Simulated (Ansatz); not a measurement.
MoBr₂O₂⁻, that is MoO2Br2 with one electron more. Total charge -1; doublet. Geometry B3LYP-D4/def2-SVP, that of the neutral singlet.

Cartesian coordinates in Å:
```
Mo 0.0406 0.1085 -0.0852
O -0.8348 0.7577 -1.3558
O 1.4786 0.9606 0.0062
Br 0.5110 -2.2186 -0.5373
Br -1.1955 0.3919 1.9721
```

In the def2 sets Mo takes a core potential; there is no spin–orbit coupling. At PBE-D4/def2-TZVPD, r2SCAN-D4/def2-TZVPD the highest occupied level of the charge -1 doublet lies above zero (up to 0.86 eV). By energy differences its removal costs 1.86 eV (vertical, to the charge 0 singlet, at PBE-D4/def2-TZVPD); a positive level beside a positive removal energy at the same level points to self-interaction error.

(1) Estimate the α-spin orbital energies around the gap (eV) in Ansatz with PBE-D4/def2-TZVPD, r2SCAN-D4/def2-TZVPD, PBE0-D4/def2-TZVPD.

Results:

(1) 
```
orbital  PBE-D4/def2-TZVPD  r2SCAN-D4/def2-TZVPD  PBE0-D4/def2-TZVPD
 HOMO−5              -3.27                 -3.59               -4.70
 HOMO−4              -3.23                 -3.55               -4.61
 HOMO−3              -2.90                 -3.22               -4.19
 HOMO−2              -2.86                 -3.18               -4.16
 HOMO−1              -2.71                 -3.02               -4.15
   HOMO               0.86                  0.58               -0.59
   LUMO               1.72                  1.79                2.61
 LUMO+1               2.08                  2.27                2.87
 LUMO+2               2.54                  3.02                3.00
 LUMO+3               3.08                  3.53                3.58
 LUMO+4               3.28                  3.61                3.86
 LUMO+5               3.47                  3.89                3.87
 β HOMO              -2.65                 -2.95               -4.01
 β LUMO               1.74                  2.01                2.60
```
